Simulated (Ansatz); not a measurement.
`C[NH][InH][F]` + H₂S → `[F][InH][SH]` + CH₃NH₂ at 298.15 K and 1 bar (ligand exchange at the In–N bond).

Program: Ansatz. Geometries: PBE0-D4/def2-TZVP. ΔE: electronic, gas phase. CCSD(T)/CBS is the MP2 limit (def2-TZVPP, def2-QZVPP) plus CCSD(T) − MP2 in def2-TZVPP, frozen cores. This one scheme is used for every species. def2 core potentials past Kr. For In outer-core shells are correlated without core-valence functions, which leaves a few kJ/mol of doubt a bond. One conformer a species, not always the lowest.

```
        species  CCSD(T)/CBS energy (Eh)  H − E (kJ/mol)  S (J/(mol·K))
`C[NH][InH][F]`               -385.38945           181.3          347.8
            H₂S               -398.97279            49.9          205.7
 `[F][InH][SH]`               -688.63795            60.8          317.4
         CH₃NH₂                -95.75281           180.0          240.4
```

H − E and S are ideal-gas, rigid-rotor, harmonic terms from PBE0-D4/def2-TZVP, for one conformer and one mirror image of each species. 1 Eh = 2625.50 kJ/mol, R = 8.31446 J/(mol·K).

By hand: ΔE, ΔH, ΔS and ΔG.

ΔE = (-688.63795) + (-95.75281) − (-385.38945) − (-398.97279) = -0.02852 Eh = -74.9 kJ/mol. Δ(H − E) = 60.8 + 180.0 − 181.3 − 49.9 = 9.6, so ΔH = -65.3 kJ/mol. ΔS = 317.4 + 240.4 − 347.8 − 205.7 = 4.3 J/(mol·K). ΔG = -65.3 − 298.15 × (4.3)/1000 = -66.6 kJ/mol.

By hand: the equilibrium constant, and the temperature at which ΔG would vanish if ΔH and ΔS stayed fixed.

log₁₀ K = −ΔG/(RT ln 10) = 11.7. ΔH and −TΔS have one sign here, so there is no such temperature.

The number of gas molecules stays the same, so ΔS is small and ΔH decides. A doubt of 5 kJ/mol in ΔE shifts log₁₀ K by 0.9 here. Other conformers and mirror images would add mixing entropy, several J/(mol·K) or more a flexible species. These are equilibria of isolated gas molecules and say nothing of rates. Largest T1 diagnostic: 0.016 (customary marks: 0.02 for closed shells, 0.045 for open ones).

ΔS is within the doubt of such terms, so its sign, and with it that verdict, could turn.
